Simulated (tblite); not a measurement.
Compound: C5H7N2S (doublet state).
Cartesian coordinates in Å at the GFN2-xTB level; atoms count from 1:
```xyz
15
C5H7N2S angstrom
C      2.4390   -0.6309   -0.0237
N      2.8662    0.4912    0.7555
S      1.6313    1.4183    1.1526
C      0.4519    0.3496    0.2871
C     -0.9643    0.6723    0.2688
C     -1.9655   -0.4592    0.2922
C     -1.7702    0.3187   -0.9592
N      1.0322   -0.6318   -0.2465
H      2.7300   -1.5643    0.4835
H      2.9635   -0.6276   -0.9922
H     -1.2173    1.5812    0.7982
H     -2.8672   -0.3106    0.8662
H     -1.5639   -1.4591    0.3327
H     -1.2352   -0.1536   -1.7679
H     -2.5352    1.0139   -1.2691
```

Level: GFN2-xTB in tblite, geometry and Hessian alike; calculated harmonic values, unscaled, isolated species. Errors from tens to a few hundred cm⁻¹ against measured bands are possible. One conformer, not necessarily the lowest. Open shells enter through the occupations alone, without spin polarisation, and single modes of such species can be off by tens of per cent.

Problem. How many normal modes are there?

Solution. 15 atoms, non-linear: 3N − 6 = 39.

Problem. What is the point group of the computed structure, and how do the modes divide by symmetry?

Solution. Cs. The vibrations span 23 a′ + 16 a″.

Problem. How many distinct wavenumbers does the calculation give?

Solution. 39: Cs has no degenerate species.

Problem. How many fundamentals are allowed in the infrared by symmetry?

Solution. 39 of 39: in Cs every mode is allowed. All fundamentals are allowed in the Raman spectrum.

Problem. Zero-point energy?

Solution. Half the sum of the wavenumbers, 24919 cm⁻¹, or 298.1 kJ/mol from 39 modes; those above 1550 cm⁻¹ give 136.8 kJ/mol of it.

Problem. How far is the lowest real mode excited at 500 K, as a harmonic oscillator?

Solution. 43.3 cm⁻¹ is a vibrational temperature θ of 62 K. The population of v = 1 over v = 0 is exp(−θ/T) = 0.88, and the mean quantum number is 7.5.
